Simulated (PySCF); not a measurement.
SbFCl2, SMILES [F][Sb]([Cl])[Cl]. Atoms are numbered in the order given.

```xyz
4

Sb    -0.3811    -0.4086     0.0000
F      1.2212    -1.4988     0.0000
Cl     0.2485     1.0096    -1.8028
Cl     0.2485     1.0096     1.8028
```
Charge 0, spin multiplicity 1.

Geometry: B3LYP-D3(BJ)/def2-SVP. The def2 effective core potentials stand for the cores of Sb; spin–orbit coupling is left out.

All values below come from PySCF with PBE0/def2-TZVPD.

Mulliken values depend strongly on the basis, most of all with diffuse functions as here. ESP charges are fitted to the potential on shells at 1.4 to 2.0 van der Waals radii. Atomic charges (e):

| atom | Mulliken | ESP fit |
|---|---|---|
| Sb1 | 1.20 | (withheld) |
| F2 | -0.50 | (withheld) |
| Cl3 | -0.35 | (withheld) |
| Cl4 | -0.35 | (withheld) |

Task: Fill in the missing entries. (The exact figures need the calculation; the answer reports its results.)

Result: 
- Sb1, ESP fit: 0.62
- F2, ESP fit: -0.27
- Cl3, ESP fit: -0.17
- Cl4, ESP fit: -0.17
